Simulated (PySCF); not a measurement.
Cd(H)(SH) (CdH₂S), SMILES [SH][CdH].

The structure is a stationary point at PBE0-D3(BJ)/def2-TZVP. The def2 effective core potentials stand for the cores of Cd; spin–orbit coupling is left out.

Two levels are set side by side: PBE/def2-TZVPD (PySCF) and PBE0/def2-TZVPD (PySCF). Same geometry, gas phase. Differences are taken from unrounded values.

| quantity | PBE |
|---|---|
| orbital gap (eV) | 4.40 |
| highest occupied level (eV) | -5.97 |
| lowest empty level (eV) | -1.57 |
| dipole moment (D) | 1.43 |
| mean polarisability (bohr³) | 58.8 |

Q: These are the PBE values. What does PBE0 give? (An estimate is asked for; the answer gives what the named calculation found.)

A: 
| quantity | PBE0 | PBE minus PBE0 |
|---|---|---|
| orbital gap (eV) | 6.24 | -1.85 |
| highest occupied level (eV) | -7.12 | 1.15 |
| lowest empty level (eV) | -0.87 | -0.70 |
| dipole moment (D) | 1.53 | -0.10 |
| mean polarisability (bohr³) | 56.3 | 2.5 |

PBE's occupied levels lie high since its potential decays too fast outside the molecule; exact exchange lowers them and widens the gap. PBE's more diffuse valence density responds more strongly to a field. Differences between two approximate levels are no errors against the true value.

Rough cost on one machine, each run with all the roots and properties that it gave: PBE0 against PBE within a factor of 2.
